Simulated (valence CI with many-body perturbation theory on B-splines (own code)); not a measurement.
# Tc XXI: configurations and terms from energies and g

Calculated by configuration interaction combined with many-body perturbation theory (CI+MBPT): five valence electrons over a frozen Dirac-Fock core [Ar], radial functions for each j: 7 s, 7 p, 8 d, 6 f, 4 g, 1 h, with the one-electron correlation potential Σ1 (screened to all orders), the two-electron term Σ2, the three-electron term Σ3, Breit, model QED; selected single and double excitations, second order for the rest, scaled by the run's own slope (own B-spline code, finite nucleus).

No measured levels were compared; by estimate terms of the open shell hold to 2 to 4 % of their energy, and close levels can change places. Only levels of the ground parity were solved; by the run's estimate the other parity begins above the list, which can be wrong where configurations are misplaced.

| No. | J | Parity | E (eV) | g |
| --- | --- | --- | --- | --- |
| 1 | 5/2 | even | 0.000 | 1.964 |
| 3 | 7/2 | even | 12.434 | 1.043 |
| 4 | 11/2 | even | 12.636 | 1.244 |
| 7 | 9/2 | even | 13.074 | 1.168 |
| 8 | 1/2 | even | 14.175 | 1.972 |
| 9 | 7/2 | even | 15.660 | 1.349 |
| 11 | 1/2 | even | 17.341 | 0.661 |
| 13 | 11/2 | even | 18.122 | 0.970 |
| 14 | 13/2 | even | 19.351 | 1.074 |

Energies count from the lowest level. Strongly mixed levels and levels close to another of their J and parity are left out, so the numbers can have gaps.

**Question.** Give configuration and LS term of each level.

**Answer.** 1: 3d⁵ ⁶S; 3: 3d⁵ ⁴G; 4: 3d⁵ ⁴G; 7: 3d⁵ ⁴G; 8: 3d⁵ ⁴P; 9: 3d⁵ ⁴D; 11: 3d⁵ ⁴D; 13: 3d⁵ ²I; 14: 3d⁵ ²I.
